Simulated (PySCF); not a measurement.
Isomers of C7H13GeN. Level of theory: PBE0-D3(BJ)/def2-SVP geometry optimisation, gas phase (PySCF). Energies are electronic, without zero-point or thermal terms, for one conformer each. No frequencies were run at this level. Point groups hold within 0.08 Å.

Problem. Order them by energy at this level, lowest first, and give relative energies in kJ/mol.
A. `[N:1]#[C:2][CH2:3][CH:4]1[CH2:5][CH2:6][GeH2:7][CH2:8][CH2:9]1` with C2–C3–C4–C5 -174°, C3–C4–C5–C6 170°, C4–C5–C6–Ge7 56°, C5–C6–Ge7–C8 -43°, C6–Ge7–C8–C9 43°
B. `[CH2:1]=[C:2]([CH3:3])[C:4]1=[CH:5][CH2:6][Ge@@H:7]([NH2:8])[CH2:9]1` with C1–C2–C4–C5 176°, C6–Ge7–N8–H 180° and 54°, C4–C5–C6–Ge7 -9°, C5–C6–Ge7–N8 -109°, C6–Ge7–C9–C4 -11°, C2–C4–C9–Ge7 -172°

Solution. A (0.0), B (16.8).

As drawn, the lower has a C≡N group, which the higher lacks; the higher has an N–H bond and a C=C bond outside aromatic rings, which the lower lacks.

```json
{"SMILES": "N#CCC1C[CH2][GeH2][CH2]C1", "E (Eh)": "-2405.18340", "E rel (kJ/mol)": "0.0", "dipole (D)": "3.55", "point group": "C1", "A, B, C (MHz)": "2859, 549.5, 481.8"}
{"SMILES": "C=C(C)C1=C[CH2][Ge@@H]([NH2])[CH2]1", "E (Eh)": "-2405.17699", "E rel (kJ/mol)": "16.8", "dipole (D)": "0.79", "point group": "C1", "A, B, C (MHz)": "2648, 645.0, 574.6"}
```
